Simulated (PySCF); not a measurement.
**Broadened absorption spectrum of C3H10GeOSi**

Species: C3H10GeOSi.
SMILES: `[SiH2]1[C@@H]([O][GeH3])CC1`

Computed, not measured: TDDFT wB97X-D/def2-SVPD, vertical, gas phase, core orbitals frozen in the response in PySCF 2.14.0, density-fitted response routines. Geometry: PBE0-D3(BJ)/def2-SVP, one conformer, isolated molecule. The wB97X-D/def2-SVPD calculation is non-relativistic and has no spin–orbit coupling, an omission that weighs most on germanium. Torsions of this conformer, `[GeH3:1][O:2][C@H:3]1[CH2:4][CH2:5][SiH2:6]1`: Ge1–O2–C3–C4 77°.

Broadening: Gaussians 0.4 eV wide at half height, area fixed by f = 4.319×10⁻⁹ ∫ε dν̃. The width is an assumption, not a result. The curve ends short of the highest state used, and states not computed would add to its high-energy end.

(E (eV), ε (L mol⁻¹ cm⁻¹)): (5.78, 0), (5.83, 0), (5.89, 1), (5.95, 4), (6.00, 7), (6.06, 15), (6.11, 26), (6.17, 44), (6.23, 67), (6.28, 90), (6.34, 124), (6.39, 165), (6.45, 245), (6.50, 361), (6.56, 606), (6.62, 1037), (6.67, 1603), (6.73, 2588), (6.78, 3662), (6.84, 5141), (6.90, 6570), (6.95, 7487), (7.01, 8058), (7.06, 8092), (7.12, 7831), (7.18, 7655), (7.23, 7863), (7.29, 8675), (7.34, 9701), (7.40, 10964)

(1) Where are the band maxima, and which computed states make them?

(2) On this curve, what absorbance would a 10⁻⁵ mol/L sample give at 193 nm over a 1 cm path?

(3) Coming from long wavelengths, where does ε first pass 100 L mol⁻¹ cm⁻¹?

(4) Does any computed singlet lie in the visible range?

Answers

(1) 176 nm (7.04 eV), ε about 8100, made up of S3 (82%) and S4 (12%) (ε in L mol⁻¹ cm⁻¹; maxima over ε = 5, shares over 10%). At its high-energy end, 7.40 eV, the curve is still rising (ε about 11000, from S5 and S6). The states used: S1 6.38 eV (f 0.0013); S2 6.73 eV (f 0.0070); S3 6.99 eV (f 0.102); S4 7.19 eV (f 0.022); S5 7.45 eV (f 0.111); S6 7.54 eV (f 0.051); S7 7.76 eV (f 0.037); S8 7.79 eV (f 0.0030); S9 7.86 eV (f 0.020); S10 8.00 eV (f 0.0098).

(2) 193 nm is 6.424 eV, where ε is about 200 L mol⁻¹ cm⁻¹, so A = ε c l ≈ 0.002 (Beer–Lambert, with the gas-phase spectrum and the assumed width).

(3) At about 197 nm (6.30 eV), 0.08 eV below S1.

(4) No computed singlet lies in the visible range (380 to 750 nm); the lowest, at 194 nm, stands 3.12 eV above its violet end (3.26 eV).

All these states lie below the vertical ionisation energy of 9.13 eV (ΔSCF).

The run took 8.3 min wall on Arm Neoverse N1, one thread, no GPU, shared host with 64 logical CPUs at a one-minute load of 59, and the process peaked at 1.1 GiB of memory.
